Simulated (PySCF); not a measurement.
AlF4, SMILES [F][Al-]([F])([F])[F], charge -1.

Geometry: PBE0-D3(BJ)/def2-SVPD. The isomer is the one that the SMILES or the coordinates give; other isomers of the formula were not compared.

Calculation: PySCF with PBE/def2-SVPD.

Symmetry labels are those of the subgroup D2 that the program uses (full group Td).

**Question.** List the valence orbital energies around the gap with their symmetry. (An estimate is asked for; the answer gives what the named calculation found.)

**Answer.** 
```
orbital  symmetry  energy (eV)
-------  --------  -----------
HOMO−7          A        -4.27
HOMO−6          A        -4.27
HOMO−5         B1        -4.15
HOMO−4         B2        -4.15
HOMO−3         B3        -4.15
HOMO−2         B1        -3.53
HOMO−1         B2        -3.53
HOMO           B3        -3.53
LUMO            A         3.38
LUMO+1         B1         5.85
LUMO+2         B2         5.85
LUMO+3         B3         5.85
```
